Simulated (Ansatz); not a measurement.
Species: AlBr, charge 0, multiplicity 1. 
Structure (B3LYP-D3(BJ)/def2-TZVP (Ansatz, a program for electronic structure) minimum search):
SMILES: [Al][Br]
```xyz
2

Al     0.0000     0.0000    -1.7036
Br     0.0000     0.0000     0.6328
```
Charge 0, spin multiplicity 1.

### Question
Give the harmonic wavenumbers at B3LYP-D3(BJ)/def2-TZVP (Ansatz, finite differences of forces, unscaled).

### Answer
357 cm⁻¹. Zero-point energy 0.5 kcal/mol.

### Question
From these and the geometry, give the ideal-gas thermochemistry at 298.15 K and 1 atm (rigid rotor, harmonic oscillator).

### Answer
Point group C∞v, rotational symmetry number 1. Rotational constants 4.59, 4.59 GHz. S(trans) 39.92, S(rot) 16.32, S(vib) 1.13, S(elec, spin only) 0.00, S 57.4 cal/(mol K). H(298) - H(0) 2.30 kcal/mol; G - E(el) -14.3 kcal/mol.
